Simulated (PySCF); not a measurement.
Mayer bond orders and bond lengths

Compound: C₆H₁₃ClSi₂.
Numbering: `[CH2:1]=[C:2]([Cl:3])[C@H:4]1[CH2:5][CH2:6][CH2:7][SiH2:8][SiH2:9]1` (hydrogens: H10, H11 on C1; H12 on C4; H13, H14 on C5; H15, H16 on C6; H17, H18 on C7; H19, H20 on Si8; H21, H22 on Si9)

Structure used (GFN2-xTB), in Å, numbered top down from 1:
```xyz
22
C6H13ClSi2 angstrom
C     -3.3121    0.5592    0.6315
C     -2.3096    0.2405   -0.1712
Cl    -2.6339   -0.0244   -1.8575
C     -0.8803    0.1288    0.2122
C     -0.2564   -1.1863   -0.2775
C      1.0819   -1.5327    0.3808
C      2.2912   -0.8065   -0.2130
Si     2.2655    1.0813    0.0732
Si     0.0893    1.6718   -0.4186
H     -3.1388    0.7275    1.6798
H     -4.3229    0.6624    0.2798
H     -0.8496    0.1312    1.3071
H     -0.1282   -1.1578   -1.3620
H     -0.9615   -1.9956   -0.0591
H      1.2389   -2.6104    0.2691
H      1.0205   -1.3294    1.4537
H      2.3316   -1.0165   -1.2841
H      3.1974   -1.2397    0.2146
H      2.6562    1.3378    1.4686
H      3.3042    1.6958   -0.7620
H     -0.4869    2.8302    0.2773
H     -0.2068    1.8521   -1.8438
```

Bond orders from the PBE0/pcSseg-1 density (PySCF). Geometry: GFN2-xTB, one conformer, isolated molecule.

Q: Where do the orders between heavy atoms depart from those drawn in the SMILES?

A: The largest departure is 0.177, at Si9–C4 (drawn single, 0.823). Drawn single, order below 0.88: Si9–C4 (0.823).

Q: Set the Mayer orders of the bonds beside their lengths.

A: 
```json
{"bond": "C1–C2", "drawn as": "double", "length (Å)": "1.323", "Mayer order": "1.939"}
{"bond": "C2–Cl3", "drawn as": "single", "length (Å)": "1.738", "Mayer order": "1.064"}
{"bond": "C2–C4", "drawn as": "single", "length (Å)": "1.484", "Mayer order": "1.009"}
{"bond": "C4–C5", "drawn as": "single", "length (Å)": "1.536", "Mayer order": "0.987"}
{"bond": "C5–C6", "drawn as": "single", "length (Å)": "1.531", "Mayer order": "1.043"}
{"bond": "C6–C7", "drawn as": "single", "length (Å)": "1.531", "Mayer order": "1.033"}
{"bond": "C7–Si8", "drawn as": "single", "length (Å)": "1.909", "Mayer order": "0.908"}
{"bond": "Si8–Si9", "drawn as": "single", "length (Å)": "2.308", "Mayer order": "0.904"}
{"bond": "Si9–C4", "drawn as": "single", "length (Å)": "1.928", "Mayer order": "0.823"}
{"bond": "C1–H10", "drawn as": "single", "length (Å)": "1.076", "Mayer order": "0.939"}
{"bond": "C1–H11", "drawn as": "single", "length (Å)": "1.075", "Mayer order": "0.934"}
{"bond": "C4–H12", "drawn as": "single", "length (Å)": "1.095", "Mayer order": "0.924"}
{"bond": "C5–H13", "drawn as": "single", "length (Å)": "1.092", "Mayer order": "0.935"}
{"bond": "C5–H14", "drawn as": "single", "length (Å)": "1.095", "Mayer order": "0.952"}
{"bond": "C6–H15", "drawn as": "single", "length (Å)": "1.095", "Mayer order": "0.954"}
{"bond": "C6–H16", "drawn as": "single", "length (Å)": "1.094", "Mayer order": "0.947"}
{"bond": "C7–H17", "drawn as": "single", "length (Å)": "1.092", "Mayer order": "0.942"}
{"bond": "C7–H18", "drawn as": "single", "length (Å)": "1.092", "Mayer order": "0.948"}
{"bond": "Si8–H19", "drawn as": "single", "length (Å)": "1.472", "Mayer order": "0.940"}
{"bond": "Si8–H20", "drawn as": "single", "length (Å)": "1.468", "Mayer order": "0.942"}
{"bond": "Si9–H21", "drawn as": "single", "length (Å)": "1.469", "Mayer order": "0.943"}
{"bond": "Si9–H22", "drawn as": "single", "length (Å)": "1.467", "Mayer order": "0.946"}
```

By pair of heavy elements: C–C: lowest C4–C5 (0.987, 1.536 Å), highest C1–C2 (1.939, 1.323 Å); in 2 of the 10 pairs the longer bond (by over 0.003 Å) has the higher order (by 0.02 or more). C–Si: lowest Si9–C4 (0.823, 1.928 Å), highest C7–Si8 (0.908, 1.909 Å).

Q: Sum the orders of all bonds at each heavy atom with more than one neighbour and set the sums beside the valence in the SMILES.

A: C1 3.812 (drawn 4), C2 4.012 (drawn 4), C4 3.743 (drawn 4), C5 3.917 (drawn 4), C6 3.977 (drawn 4), C7 3.831 (drawn 4), Si8 3.694 (drawn 4), Si9 3.616 (drawn 4). Orders between atoms that aren't bonded are not in these sums.

The Mayer order sums products of elements of PS (density times overlap matrix) between the two atoms' basis functions, so it depends on the basis set.
